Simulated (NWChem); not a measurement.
# Ionisation of HI2Si

```
Si
H 1 1.5148
I 1 2.4718 2 106.75
I 1 2.4718 2 106.75 3 121.58
```
Charge 0, spin multiplicity 2.

Everything below was run with NWChem. The geometry was optimised at UPBE/def2-SVP with def2 effective core potentials on I, a minimum by its harmonic frequencies.

Basis set: def2-SVPD. −ε marks an orbital energy of the parent.

Effective core potentials replace the inner electrons of I; spin-orbit coupling is left out. B3LYP has NWChem's definition, with VWN1-RPA local correlation. The structure started from a generated list of species. The unpaired electrons of the parent sit in orbitals of symmetry a' (Cs labels of the run); other states weren't searched. No SCF solution was tested for a lower state. Open-shell Hartree-Fock references start from PBE0 orbitals.

Task: One of these methods gave a first vertical ionisation energy of 6.37 eV. Which?
(A) −ε(alpha HOMO) of HF
(B) −ε(alpha HOMO) of B3LYP
(C) −ε(alpha HOMO) of PBE
(D) −ε(alpha HOMO) of PBE0

Result: B, −ε(alpha HOMO) of B3LYP. The others give 5.56 (−ε(alpha HOMO) of PBE), 6.65 (−ε(alpha HOMO) of PBE0), 9.26 (−ε(alpha HOMO) of HF).
